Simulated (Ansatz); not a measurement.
Ansatz (a program for electronic structure) input (B3LYP-D3(BJ)/def2-TZVP):

Ansatz 0.2 input:
```yaml
crystal:
  periodic: [false, false, false]
  atoms:
    - {symbol: C, position_ang: [-0.81341542, -0.14746250, 0.23178062]}
    - {symbol: Si, position_ang: [1.06658515, 0.09121271, 0.31437809]}
    - {symbol: F, position_ang: [1.31435344, 1.63993983, -0.12574730]}
    - {symbol: Cl, position_ang: [2.10079409, -0.98236023, -1.05699806]}
    - {symbol: H, position_ang: [-1.09530770, -1.17505956, 0.43393288]}
    - {symbol: H, position_ang: [-1.16759246, 0.11393711, -0.76447606]}
    - {symbol: H, position_ang: [-1.32155628, 0.49102210, 0.94734091]}
basis:
  gaussian:
    orbitals: def2-TZVP
hamiltonian:
  xc: b3lyp
  dispersion: d3bj
magnetization: {spin_polarized: true, initial_magnetization: 1}
relax: {f_tol: 0.002, max_steps: 150}
```

End of the output:

```
992 factors; their error is unknown
mean field: 0.87 GiB planned
mean field evaluation 64: about -24208.6067 eV, gradient 1.4e-5 eV
mean field -24208.60667203 eV, -889.6498860141 hartree, gradient 1.4e-5 eV, S^2 0.751642; 0 other end points of the search recorded, 0 dependent functions left out
the calculation of the forces begins
reference -24208.60691698 eV, -889.6498950160 hartree; 25, 24 occupied and 129, 130 virtual orbitals, 992 factors
relax step   8: F+E_penalty+E_count = -24208.88542490 eV  Δ(F+E_penalty+E_count) = -1.110e-5 eV  max|allowed force component| = 1.724e-3 eV/Å  Δτ_max = 0.0040 Å  (27 SCF iters, accepted)
these checks for a lower state are left out or cut short: starts, cluster_reference, orbital_swaps, neighbouring_geometries, increment
integrals: 0.07 GiB planned
992 factors; their error is unknown
mean field: 0.87 GiB planned
mean field -24208.60667674 eV, -889.6498861872 hartree, gradient 1.7e-5 eV, S^2 0.751642; 0 other end points of the search recorded, 0 dependent functions left out
the calculation of the forces begins
reference -24208.60692169 eV, -889.6498951889 hartree; 25, 24 occupied and 129, 130 virtual orbitals, 992 factors
relax step   9: F+E_penalty+E_count = -24208.88542797 eV  Δ(F+E_penalty+E_count) = -3.070e-6 eV  max|allowed force component| = 1.031e-3 eV/Å  Δτ_max = 0.0029 Å  (25 SCF iters, accepted)
integrals: 0.07 GiB planned
992 factors; their error is unknown
mean field: 0.87 GiB planned
mean field -24208.60667674 eV, -889.6498861872 hartree, gradient 2.1e-5 eV, S^2 0.751642; 1 other end points of the search recorded, 0 dependent functions left out
the calculation of the forces begins
reference -24208.60692169 eV, -889.6498951889 hartree; 25, 24 occupied and 129, 130 virtual orbitals, 992 factors
Total energy: -24208.88567292 eV, -889.6601391076 hartree
Atom 0 at    -0.800678    -0.146410     0.221650 Å, force     0.000698    -0.001031     0.000774 eV/Å
Atom 1 at     1.044244     0.146882     0.324615 Å, force     0.000635    -0.000090    -0.000487 eV/Å
Atom 2 at     1.326368     1.677944    -0.076965 Å, force    -0.000134     0.000361     0.000039 eV/Å
Atom 3 at     2.011702    -1.039933    -1.071065 Å, force    -0.000316    -0.000023     0.000226 eV/Å
Atom 4 at    -1.030635    -1.189950     0.436434 Å, force    -0.000399     0.000371     0.000036 eV/Å
Atom 5 at    -1.140746     0.093089    -0.789141 Å, force     0.000009     0.000496    -0.000301 eV/Å
Atom 6 at    -1.326393     0.489608     0.934683 Å, force    -0.000493    -0.000084    -0.000287 eV/Å
Dipole moment:    -0.376800    -0.121871     0.199729 e Å
```

It need not be the lowest isomer of its formula.
